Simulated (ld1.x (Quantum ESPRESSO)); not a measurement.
**Cutoff test, titanium (Ti), ultrasoft**

| Property | Result |
| --- | --- |
| Element | Ti |
| Generator | ld1.x (Quantum ESPRESSO) 7.5 |
| Type | ultrasoft |
| Functional | LDA (PZ) |
| Relativity | non-relativistic |
| Frozen core | [Ar] |
| Valence charge | 4 |
| Reference configuration | 3d2 4s0 4p0 (charge +2) |
| Partial waves | 4s (bound, empty): rcut 2.25, rcutus 3.05 bohr; 4s channel at 1.5 Ry: rcut 2.25, rcutus 3.05 bohr; 4p (bound, empty): rcut 2.45, rcutus 3.35 bohr; 4p channel at 0.2 Ry: rcut 2.45, rcutus 3.35 bohr; 3d (bound): rcut 1.80, rcutus 2.15 bohr; 3d channel at -1.15 Ry: rcut 1.80, rcutus 2.15 bohr |
| Local potential | all-electron potential smoothed inside 1.65 bohr (lloc = -1) |
| Core correction | Bessel-smoothed model core inside 2.05 bohr |
| Augmentation charge | PSQ, radius 1.70 bohr |

The pseudo-atom Hamiltonian at the reference potential is diagonalised in spherical Bessel functions j_l(qr) that vanish at 20 bohr, with q² up to the cutoff. All-electron valence levels (Ry): 4s -1.2349, 4p -0.9049, 3d -1.4737.

**Question.** How do the lowest levels (Ry) of each channel move with the cutoff, and are there ghosts?

**Answer.**

```
cutoff (Ry)     s #1     s #2     s #3     p #1     d #1     f #1     f #2  Σ f·Δε (mRy)
          8  -1.2349  -0.4892  -0.2593  -0.9049  -1.0677  -0.2787  -0.1579         812.0
         10  -1.2350  -0.5105  -0.4341  -0.9049  -1.2353  -0.2789  -0.1580         476.7
         12  -1.2637  -1.2346  -0.4865  -0.9049  -1.3604  -0.2789  -0.1581         226.6
         15  -1.8439  -1.2349  -0.4872  -0.9049  -1.4304  -0.2790  -0.1582          86.5
         21  -2.4696  -1.2350  -0.4876  -0.9049  -1.4724  -0.2790  -0.1582           2.5
         25  -2.5487  -1.2350  -0.4876  -0.9049  -1.4733  -0.2790  -0.1582           0.8
         30  -2.6042  -1.2350  -0.4876  -0.9049  -1.4733  -0.2790  -0.1582           0.7
         35  -2.6252  -1.2350  -0.4876  -0.9049  -1.4735  -0.2790  -0.1583           0.3
        400  -2.6338  -1.2350  -0.4876  -0.9049  -1.4737  -0.2791  -0.1583           0.0
```

Result: ghost state, extra bound levels that the all-electron valence spectrum of the same l lacks: s at -35.8 eV (a true bound ghost makes a file unfit for plane-wave use); 10 mRy is reached at 21 Ry and 1 mRy at 25 Ry.

Test run stopped at test 9 of 9 (negative rho).
